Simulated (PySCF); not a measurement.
C6H15BO.
Bonds: C1–C2, C2–C3, C2–B4, B4–O5, O5–C6, C6–C7, C6–C8. Hydrogens: H9, H10, H11 on C1; H12 on C2; H13, H14, H15 on C3; H16 on B4; H17 on C6; H18, H19, H20 on C7; H21, H22, H23 on C8.

Computed, not measured: PBE0-D3(BJ)/def2-SVP geometry optimisation, gas phase (PySCF 2.14.0).

What internal coordinates does the optimisation give?

```
                   bond  length (pm)
           C1–C2, C2–C3        153.1
                  C2–B4        157.5
                  B4–O5        134.5
                  O5–C6        142.3
           C6–C7, C6–C8        151.6
 C1–H9 and 5 like bonds        110.3
                 C2–H12        110.4
                 B4–H16        122.3
                 C6–H17        110.6
C7–H18 and 5 like bonds        110.0
```

Bonds in one row agree within 1 pm and their mean is given. A selection of angles:
```
     angle  degrees
  C2–C1–H9    111.4
 H9–C1–H10    107.3
  C1–C2–C3    111.0
  C1–C2–B4    110.8
 C1–C2–H12    109.1
  C3–C2–B4    108.8
 B4–C2–H12    108.5
  C2–B4–O5    120.3
 C2–B4–H16    120.8
 O5–B4–H16    118.9
  B4–O5–C6    123.2
  O5–C6–C7    108.4
  O5–C6–C8    108.6
 O5–C6–H17    108.3
  C7–C6–C8    113.0
 C7–C6–H17    109.3
 C6–C7–H18    110.7
 C6–C7–H20    110.3
H18–C7–H19    108.3
H19–C7–H20    108.5
```

Dihedral angles: C1–C2–B4–O5 -127° (anticlinal); C2–B4–O5–C6 -179° (antiperiplanar); B4–O5–C6–C7 -122° (anticlinal). The mirror-image conformer, all signs reversed, is as good.

Of the pairs four or more bonds apart, H16···H17 is among the closest relative to their van der Waals radii: 2.26 Å, 94 % of the sum of Bondi's values. B4 (three-coordinate boron) is planar (angles 120.8°, 120.3° and 118.9°, sum 360.0°, 0.01 Å off the plane of its three neighbours).

Point group: C1 (no symmetry element, even within 0.4 Å). No frequency check. The numbers are those of one conformer.
